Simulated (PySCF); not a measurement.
Si(F)(Cl)(Me)2 (C2H6ClFSi), SMILES C[Si](C)(F)Cl. The structure is a stationary point at PBE-D3(BJ)/def2-SVP.

Level of theory: PBE-D3(BJ)/def2-SVP (PySCF 2.14.0).

Harmonic wavenumbers (cm⁻¹): 138, 150, 170, 175, 221, 254, 271, 497, 657, 676, 724, 770, 794, 827, 901, 1223, 1226, 1371, 1372, 1380, 1384, 2980, 2982, 3081, 3082, 3090, 3090. Rotational constants (GHz): 3.314, 2.247, 2.134; symmetry number 1.

Q: Work out the zero-point energy and the ideal-gas rigid-rotor harmonic-oscillator thermochemistry at 298.15 K and 1 atm.

A: ZPE = ½ Σ hcν = ½ × 33488 cm⁻¹ = 47.87 kcal/mol. H − E(el) = 53.33 kcal/mol. Entropy in cal/(mol K): translation 40.07, rotation 27.41, vibration 18.13, total 85.61. G − E(el) = 27.81 kcal/mol. Cp = 27.95 cal/(mol K). Modes under 150 cm⁻¹ make the vibrational entropy uncertain.
